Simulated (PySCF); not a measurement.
# TDDFT excited states: C4H7NOSi

Compound: C₄H₇NOSi.
SMILES: `C=C1[SiH2][C@H]1C(N)=O`

Method: TDDFT CAM-B3LYP/def2-SVPD, vertical, gas phase, core orbitals frozen in the response (PySCF 2.14.0, density-fitted response routines). One conformer (not necessarily the lowest) at the GFN2-xTB geometry, without solvent, vibrations or thermal averaging. Torsions of this conformer, `[CH2:1]=[C:2]1[SiH2:3][C@H:4]1[C:5]([NH2:6])=[O:7]`: Si3–C4–C5–N6 58°, H–N6–C5–C4 174°, H–N6–C5–C4 20°.

```
state  λ (nm)  E (eV)       f  |μ| (D)     main configurations (H = HOMO, L = LUMO)
   S1   247.3    5.01  0.0017     0.30                       H→L (69%), H-1→L (18%)
   S2   230.6    5.38   0.020     0.99                     H→L+1 (58%), H→L+5 (20%)
   S3   206.5    6.00   0.012     0.73        H-1→L (33%), H-3→L (32%), H-4→L (22%)
   S4   195.7    6.34   0.193     2.83       H-1→L+1 (33%), H→L+1 (16%), H-3→L (8%)
   S5   192.2    6.45   0.113     2.15          H-1→L (22%), H→L (16%), H-3→L (14%)
   S6   188.3    6.58   0.033     1.16                     H-2→L (81%), H-1→L (12%)
   S7   185.8    6.67   0.015     0.78    H-2→L+1 (32%), H→L+2 (18%), H-1→L+1 (14%)
   S8   181.0    6.85   0.104     2.00  H-2→L+1 (29%), H-1→L+1 (24%), H-3→L+1 (12%)
```

Triplets, Tamm–Dancoff:

| state | E (eV) | λ (nm) | main configurations (H = HOMO, L = LUMO) |
| --- | --- | --- | --- |
| T1 | 4.10 | 302.3 | H-3→L (36%), H-2→L (20%), H-1→L (14%) |
| T2 | 4.59 | 270.0 | H→L (59%), H-1→L (20%), H-4→L (11%) |
| T3 | 4.78 | 259.4 | H→L+1 (72%) |

The lowest singlet comes at 247 nm (484 kJ/mol) in the ultraviolet; it is very weak; its leading configuration is HOMO→LUMO (69%). The most intense listed level is S4 at 6.34 eV (196 nm, f = 0.193), 1.32 eV above S1. Löwdin shares by element: HOMO oxygen 44%, carbon 24% or more, silicon 11% (atoms not listed hold the other 21%); LUMO carbon 65% or more, silicon 10% (atoms not listed hold the other 26%). Weighted by f, the mean energy of these states is 6.45 eV. The listed states span 1.84 eV, and the widest gap between neighbours is 0.63 eV (S2 to S3). Orbital energies (eV): HOMO-3 -9.82, HOMO-2 -9.27, HOMO-1 -9.09, HOMO -8.42, LUMO 0.10, LUMO+1 0.37, LUMO+2 1.08. No computed singlet lies in the visible range (380 to 750 nm); the lowest, at 247 nm, stands 1.75 eV above its violet end (3.26 eV). The window holds the lowest 8 singlets.
